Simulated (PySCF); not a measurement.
Pb(OH)(SiH3) (H₄OPbSi), SMILES [OH][Pb][SiH3] (connectivity only; charge and spin as stated), neutral, multiplicity 1.

Coordinates come from a PBE0-D3(BJ)/def2-SVP optimisation. The def2 effective core potentials stand for the cores of Pb; spin–orbit coupling is left out. The values are those of a single conformer.

Computed with PBE/def2-TZVPD (PySCF).

Gas-phase values at a fixed geometry.

Computed frontier levels, gap, dipole moment and polarisability:
| Quantity | Result |
|---|---|
| highest occupied level | -5.50 eV |
| lowest empty level | -3.45 eV |
| orbital gap | 2.05 eV |
| dipole moment | 2.05 D |
| quadrupole, principal values (traceless, Buckingham form, about the centre of nuclear charge) | -10.25, 3.39, 6.86 D·Å |
| mean static polarisability | 92.4 bohr³ (13.69 Å³) |
| polarisability, principal values | 65.3, 85.5, 126.3 bohr³ |
